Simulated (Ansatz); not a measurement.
Saddle point of AlH3F4, closed shell (AlHF₂ ([F][AlH][F]) + HF + HF → AlF₃ ([F][Al]([F])[F]) + HF + H₂; bonds formed: H2–H7, H5–F8; dative contacts that become bonds: Al1–F6; bonds broken: Al1–H2, H5–F6, H7–F8), PBE0-D4/def2-TZVP structure:

Al1  (-0.741, -0.476, -0.501)
H2  (0.465, 0.526, -1.054)
F3  (-0.493, -2.021, -0.989)
F4  (-2.207, 0.246, -0.616)
H5  (0.625, 0.264, 1.264)
F6  (-0.238, -0.384, 1.253)
H7  (1.092, 0.852, -0.168)
F8  (1.497, 0.995, 0.810)
(Å)

Energies are electronic, without zero-point energy. Barriers and step energies count from the start structure reached by relaxing down the imaginary mode; all methods use the PBE0-D4 structures, on which another method's saddle can fall below an end. Computed with Ansatz 0.2.0 (basis: def2-TZVPP, with def2-QZVPP for the basis limit); correlated methods freeze the cores. B3LYP uses VWN-RPA correlation. Extrapolation: Hartree–Fock as exp(−7.88 √X), correlation as X^−2.97.

```csv
method,barrier (eV),step energy (eV)
SPW92,-0.107,-0.389
PBE-D4,?,-0.710
BLYP-D4,0.002,-0.846
r2SCAN-D4,-0.021,-0.808
B97M-V,0.080,-0.789
PBE0-D4,0.030,-0.768
B3LYP-D4,0.040,-0.869
r2SCAN0-D4,0.028,-0.839
BHLYP-D4,0.105,-0.938
CAM-B3LYP-D4,0.041,-0.829
wB97X-V,0.060,-0.867
wB97M-V,0.071,-0.865
B2PLYP,0.055,-0.916
PBE-QIDH,?,-0.861
RPA on PBE,0.064,-0.879
HF,?,-1.177
MP2,0.054,-0.950
CCSD,0.110,-0.960
CCSD(T),0.081,-0.917
```

(1) Fill in the withheld barriers. (An estimate is asked for; the value comes from the calculation.)

The T1 diagnostic stays at or below 0.012.

Results:

(1) The calculation gives: HF 0.256; PBE-D4 -0.024; PBE-QIDH 0.062 eV. Each is the energy of the saddle less that of the start structure, by the same method.

For comparison, the barrier by CCSD(T) at an estimated basis limit (MP2 extrapolated from triple and quadruple zeta, plus CCSD(T) − MP2 in triple zeta) is 0.086 eV.

Labels in which every atom is bracketed show which atoms are joined, not bond orders.

For scale, one of the runs: CCSD(T)/def2-TZVPP, 208 basis functions, launched by `ansatz run in.yaml --threads 4 --pin off --events-out ev --progress --plain --max-ram 9574MiB`. The run took 24 s on 4 CPU threads of an Intel Xeon 6975P-C (shared host), with 3.4 GiB of host memory at its peak.
